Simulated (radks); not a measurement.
Tl+, configuration [Hg] (the NIST ground configuration). Method: Dirac Kohn-Sham, PBE, spin-unpolarised, spherical densities, finite nucleus; Fermi nuclear charge, rms radius 5.4759 fm; computed with a radial shooting solver on a logarithmic mesh with Libxc functionals. Some entries of the table are withheld. Estimate them.

orbital,occ.,eigenvalue (hartree),r(max) (bohr),<r^2> (bohr^2)
1s1/2,2,-3139.863,0.01003,0.0003691
2s1/2,2,-558.8346,0.05837,0.005550
2p1/2,2,-536.6389,0.04279,0.003911
2p3/2,4,-460.7362,0.05039,0.005095
3s1/2,2,-133.5787,0.1642,0.03599
3p1/2,2,-123.5230,0.1530,0.03273
3p3/2,4,-106.6489,0.1684,0.03909
3d3/2,4,(1),0.1309,0.02987
3d5/2,6,(2),0.1351,0.03159
4s1/2,2,-30.01813,0.3695,0.1732
4p1/2,2,-25.67677,0.3672,0.1760
4p3/2,4,-21.57455,0.3985,0.2077
4d3/2,4,-14.47232,0.3903,0.2171
4d5/2,6,-13.70687,0.3998,0.2281
5s1/2,2,-5.06520,0.8091,0.8650
4f5/2,6,-4.53994,0.3558,0.2594
4f7/2,8,-4.37093,0.3603,0.2667
5p1/2,2,-3.60785,0.8504,(3)
5p3/2,4,-2.86550,0.9285,(4)
5d3/2,4,-0.88561,1.096,2.141
5d5/2,6,-0.80448,1.131,2.323
6s1/2,2,-0.59908,2.049,6.468

Answer. 
(1) 3d3/2 eigenvalue (hartree): -89.98355
(2) 3d5/2 eigenvalue (hartree): -86.37956
(3) 5p1/2 <r^2> (bohr^2): 1.002
(4) 5p3/2 <r^2> (bohr^2): 1.214
